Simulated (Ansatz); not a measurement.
Molecular dynamics of HCl

Input:

```yaml
crystal:
  lattice:
    - [6.506109, 0.0, 0.0]
    - [0.0, 6.506109, 0.0]
    - [0.0, 0.0, 6.506109]
  atoms:
    - { symbol: Cl, position: [1.05414507, 0.6708282, 0.56974273] }
    - { symbol: H, position: [1.25297818, 0.686665, 0.46608375] }
    - { symbol: Cl, position: [0.74694494, 0.56172536, 0.99128599] }
    - { symbol: H, position: [0.66420021, 0.71757423, 1.11855098] }
    - { symbol: Cl, position: [0.40686275, 0.86707306, 0.26183864] }
    - { symbol: H, position: [0.38547881, 1.0241734, 0.39071515] }
    - { symbol: Cl, position: [0.24222761, 0.2523814, 0.82828787] }
    - { symbol: H, position: [0.23360314, 0.41946298, 0.72154203] }
    - { symbol: Cl, position: [0.74418971, 0.0121794, 0.71290776] }
    - { symbol: H, position: [0.63151847, 0.13641578, 0.82393308] }
    - { symbol: Cl, position: [-0.02488132, 0.20679805, 0.23805418] }
    - { symbol: H, position: [-0.0726268, 0.11066229, 0.41165589] }
basis:
  ecutwfc: 420.0
kpoints:
  mp_grid: { grid: [1, 1, 1] }
hamiltonian:
  xc: pbe
scf:
  occupations: { method: fermi_dirac, width: 0.02 }
  lower_state_search: "off"
md:
  timestep: 0.5
  n_steps: 400
  ensemble: nve
  temperature: 1500.0
  initial_velocities: maxwell_boltzmann
  seed: 422908
```

Command:

```bash
$ ansatz run input.yaml --threads 1 --pin off --max-ram 3072MiB --backend cpu --events-out ev --progress --plain --runs-dir out
```

It goes on from the last frame of an earlier run, with new velocities.

Output, in part (step lines):

```
md step     0: t =     0.00 fs  T =  1500.0 K  F+E_penalty+E_count = -6576.88161255 eV  E_kin = 2.132790 eV  conserved = -6574.74882257 eV  (8 SCF iters)
md step     1: t =     0.50 fs  T =  1478.9 K  F+E_penalty+E_count = -6576.85148448 eV  E_kin = 2.102801 eV  conserved = -6574.74868314 eV  (7 SCF iters)
md step     2: t =     1.00 fs  T =  1462.1 K  F+E_penalty+E_count = -6576.82738217 eV  E_kin = 2.078911 eV  conserved = -6574.74847166 eV  (7 SCF iters)
md step     3: t =     1.50 fs  T =  1452.2 K  F+E_penalty+E_count = -6576.81289767 eV  E_kin = 2.064828 eV  conserved = -6574.74806990 eV  (7 SCF iters)
md step     4: t =     2.00 fs  T =  1453.6 K  F+E_penalty+E_count = -6576.81438653 eV  E_kin = 2.066835 eV  conserved = -6574.74755191 eV  (7 SCF iters)
md step     5: t =     2.50 fs  T =  1471.6 K  F+E_penalty+E_count = -6576.83968625 eV  E_kin = 2.092442 eV  conserved = -6574.74724391 eV  (4 SCF iters)
md step     6: t =     3.00 fs  T =  1509.1 K  F+E_penalty+E_count = -6576.89329328 eV  E_kin = 2.145705 eV  conserved = -6574.74758836 eV  (4 SCF iters)
md step     7: t =     3.50 fs  T =  1562.3 K  F+E_penalty+E_count = -6576.97011904 eV  E_kin = 2.221307 eV  conserved = -6574.74881241 eV  (4 SCF iters)
[... lines left out ...]
md step   398: t =   199.00 fs  T =  1094.2 K  F+E_penalty+E_count = -6576.30371401 eV  E_kin = 1.555818 eV  conserved = -6574.74789556 eV  (4 SCF iters)
md step   399: t =   199.50 fs  T =  1070.1 K  F+E_penalty+E_count = -6576.26915896 eV  E_kin = 1.521462 eV  conserved = -6574.74769725 eV  (3 SCF iters)
md step   400: t =   200.00 fs  T =  1057.6 K  F+E_penalty+E_count = -6576.25139595 eV  E_kin = 1.503784 eV  conserved = -6574.74761151 eV  (6 SCF iters)
```

The steps, from the saved trajectory:

| time (fs) | T (K) | potential energy less start (eV) | conserved less start (meV/atom) |
| --- | --- | --- | --- |
| 0.0 | 1500 | 0.000 | 0.00 |
| 6.5 | 1541 | -0.059 | -0.07 |
| 13.0 | 1362 | 0.197 | 0.03 |
| 19.5 | 1322 | 0.256 | 0.26 |
| 26.0 | 1198 | 0.431 | 0.16 |
| 32.5 | 1152 | 0.501 | 0.52 |
| 39.0 | 1057 | 0.632 | 0.19 |
| 45.5 | 1112 | 0.555 | 0.20 |
| 52.0 | 993 | 0.722 | 0.17 |
| 58.5 | 1155 | 0.488 | -0.15 |
| 65.0 | 1102 | 0.568 | 0.12 |
| 71.5 | 1282 | 0.305 | -0.36 |
| 78.0 | 1121 | 0.539 | 0.01 |
| 84.5 | 1159 | 0.481 | -0.31 |
| 91.0 | 1186 | 0.444 | -0.18 |
| 97.5 | 1210 | 0.410 | -0.23 |
| 104.0 | 1265 | 0.331 | -0.27 |
| 110.5 | 1165 | 0.474 | -0.18 |
| 117.0 | 1294 | 0.286 | -0.54 |
| 123.5 | 1109 | 0.555 | -0.07 |
| 130.0 | 1268 | 0.324 | -0.53 |
| 136.5 | 1126 | 0.533 | 0.06 |
| 143.0 | 1291 | 0.295 | -0.13 |
| 149.5 | 1102 | 0.568 | 0.11 |
| 156.0 | 1064 | 0.622 | 0.24 |
| 162.5 | 854 | 0.921 | 0.15 |
| 169.0 | 712 | 1.124 | 0.28 |
| 175.5 | 563 | 1.335 | 0.17 |
| 182.0 | 729 | 1.095 | -0.08 |
| 188.5 | 829 | 0.956 | 0.11 |
| 195.0 | 1198 | 0.428 | -0.09 |

The run went to its last step. The conserved energy stayed within 0.61 meV per atom of its start (net change 0.1 meV per atom), so the integration is sound. A run of 0.2 ps of so small a system gives no equilibrium averages. Limits of this set-up: coarse k mesh.

Mean squared displacements from the first frame to the last, about the centre of mass: Cl 0.40 Å², H 4.33 Å².

Last frame:

```xyz
12
Lattice="6.5061 0.0000 0.0000 0.0000 6.5061 0.0000 0.0000 0.0000 6.5061" Properties=species:S:1:pos:R:3
Cl 7.355 4.149 3.643
H 6.276 3.523 4.425
Cl 4.624 4.000 6.563
H 4.549 5.009 5.497
Cl 2.603 5.758 2.237
H 1.637 5.575 1.436
Cl 2.067 2.188 5.524
H 2.354 2.333 6.806
Cl 4.374 -0.060 4.598
H 3.713 0.909 5.169
Cl -0.361 0.727 0.932
H 0.196 1.573 0.140
```

The run took 4 min on 1 thread of Intel(R) Xeon(R) Platinum 8488C (Sapphire Rapids), with other jobs on the host, peak memory 0.41 GiB.
